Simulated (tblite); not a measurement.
Species: CH12N2SSi4.
SMILES with atom numbers: `[CH3:1][NH:2][Si@@H:3]1[Si@H:4]([NH2:5])[S:6][Si@H:7]1[SiH3:8]` (hydrogens: H9, H10, H11 on C1; H12 on N2; H13 on Si3; H14 on Si4; H15, H16 on N5; H17 on Si7; H18, H19, H20 on Si8)

Structure optimised with GFN2-xTB, isolated species.

Q: List the bond lengths, angles and torsions at this level.

A: 
```
                     bond  length (Å)
                    C1–N2       1.442
                   N2–Si3       1.723
                  Si3–Si4       2.339
                   Si4–N5       1.729
                   Si4–S6       2.209
                   S6–Si7       2.198
                  Si7–Si8       2.309
                  Si3–Si7       2.351
    C1–H9, C1–H10, C1–H11       1.091
                   N2–H12       1.009
                  Si3–H13       1.475
                  Si4–H14       1.458
           N5–H15, N5–H16       1.009
                  Si7–H17       1.477
Si8–H18, Si8–H19, Si8–H20       1.465
```

Bonds in one row agree within 0.01 Å and their mean is given. A selection of angles:
```
      angle  degrees
  C1–N2–Si3    123.7
 N2–Si3–Si4    126.2
 N2–Si3–Si7    112.9
Si4–Si3–Si7     86.7
 Si3–Si4–N5    115.5
 Si3–Si4–S6     89.4
  N5–Si4–S6    114.5
 Si4–S6–Si7     93.8
 S6–Si7–Si8    109.4
 Si3–Si7–S6     89.4
Si3–Si7–Si8    125.9
  H12–N2–C1    111.5
 H12–N2–Si3    118.4
 H15–N5–Si4    118.7
 H16–N5–Si4    118.1
```

Dihedral angles: C1–N2–Si3–Si4 -88° (synclinal); N2–Si3–Si4–N5 -5° (synperiplanar); Si3–Si4–S6–Si7 7° (synperiplanar); Si4–S6–Si7–Si8 -135° (anticlinal); N2–Si3–Si7–S6 134° (anticlinal).

S6 (sulfur bonded to 2 Si) is bent (angle 93.8°). The Si–Si distances run from 2.309 Å (Si7–Si8, drawn single) to 2.351 Å (Si3–Si7, drawn single), a spread of 0.042 Å. Of the pairs four or more bonds apart, H10···H13 is among the closest relative to their van der Waals radii: 2.52 Å, 105 % of the sum of Bondi's values. N5 (silicon-bound nitrogen) is pyramidal (angles 118.7°, 118.1° and 108.8°, sum 345.6°, 0.26 Å off the plane of its three neighbours). Si3 (SiH silicon) has angles from 86.7° to 126.2°. Si4 (SiH silicon) has angles from 89.4° to 128.5°. Si7 (SiH silicon) has angles from 89.4° to 125.9°.

Point group: C1 (no symmetry element, even within 0.4 Å). Its GFN2-xTB frequencies are all real (lowest 33 cm⁻¹). The numbers are those of one conformer (C1–N2–Si3–Si4 -88°, Si3–Si4–N5–H -35° and -170°, N2–Si3–Si4–N5 -5°, Si3–Si4–S6–Si7 7°, Si4–S6–Si7–Si8 -135°, N2–Si3–Si7–S6 134°). 3 starts were optimised and ended at 0.00, 0.04 and 0.05 kcal/mol (GFN2-xTB); the lowest of these is shown.

These are computed values.
